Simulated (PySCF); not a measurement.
Polarisability and C₆ of In (indium, neutral)

[Kr] 4d10 5s2 5p1, 2P determinant. Computed with PySCF 2.14 in aug-cc-pwCVQZ-PP with ECP28MDF (10s10p8d6f4g1h, 169 functions), with scalar relativity through the core potential. Coupled (time-dependent) response in atomic units; α is the mean over directions.

| method | mean α (bohr³) | α xx, yy, zz | C₆ (like pair) | S(−4) |
| --- | --- | --- | --- | --- |
| PBEsol | 78.27 | 58.62, 117.6, 58.62 | 798.6 | 4459 |

S(−4) is the Cauchy moment in α(ω) = α(0) + S(−4) ω² + …

Reference α: 65 ± 4 bohr³ (recommended; Schwerdtfeger and Nagle, table of static dipole polarizabilities (2023 update)). Published C₆: 779.0 (Chu and Dalgarno (2004); Tang, Norbeck and Certain (1976)).

Spin-orbit coupling is absent.

α(iu) at PBEsol:

```csv
u (hartree),α(iu) (bohr³)
0,78.27
0.0500,69.16
0.100,53.96
0.200,33.14
0.300,22.22
0.500,12.32
0.750,7.528
1.00,5.316
1.50,3.246
2.00,2.253
3.00,1.289
5.00,0.5806
```

A single London oscillator, α(iu) = α/(1 + u²/ω²), gives C₆ = (3/4) ω α². Matching the computed C₆ needs ω = 4 × 798.6 / (3 × 78.27²) = 0.174 hartree.

The components differ because the open shell of this determinant is not spherical; for a pure term their mean is the scalar polarisability.

Energies and moments cover only the electrons outside the core potential.
